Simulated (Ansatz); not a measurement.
H3NO2SW (SMILES [NH2][W](=[O])([OH])=[S]) moved off its minimum; all values from Ansatz (a quantum-chemistry and plane-wave program), cores frozen in correlated methods. Elements past Kr take the def2 small-core potentials, without spin–orbit coupling.
(charge 0, multiplicity 1)
```xyz
8

W      0.00419     0.16024     0.06369
O      1.18259     0.98838     1.01365
S      0.56109    -1.89871    -0.16549
O     -0.09353     1.08616    -1.67718
H     -0.31427     0.49614    -2.57520
N     -1.71696     0.14776     0.99794
H     -1.92249     0.85951     1.62437
H     -2.29321    -0.54223     0.97156
```

Forces at r2SCAN/def2-TZVPP (eV/Å):

| atom | Fx | Fy | Fz |
|---|---|---|---|
| W1 | 0.422 | 0.844 | -1.012 |
| O2 | -0.910 | -0.352 | -0.488 |
| S3 | -0.073 | 0.118 | -0.081 |
| O4 | -0.813 | -3.082 | -1.977 |
| H5 | 0.881 | 2.265 | 3.724 |
| N6 | 5.718 | 4.211 | -1.440 |
| H7 | -0.622 | 1.313 | 1.341 |
| H8 | -4.604 | -5.316 | -0.066 |

### Question
Give the forces (eV/Å), the total energy and the dipole at CCSD(T)/def2-TZVPPD.

### Answer

| atom | Fx | Fy | Fz |
|---|---|---|---|
| W1 | 0.254 | 0.782 | -1.183 |
| O2 | -0.486 | -0.097 | -0.155 |
| S3 | 0.019 | -0.214 | -0.097 |
| O4 | -0.825 | -2.918 | -2.333 |
| H5 | 0.891 | 2.278 | 3.722 |
| N6 | 5.484 | 4.192 | -1.295 |
| H7 | -0.660 | 1.338 | 1.374 |
| H8 | -4.677 | -5.361 | -0.033 |
Energy -671.2585 hartree, dipole 3.58 D.
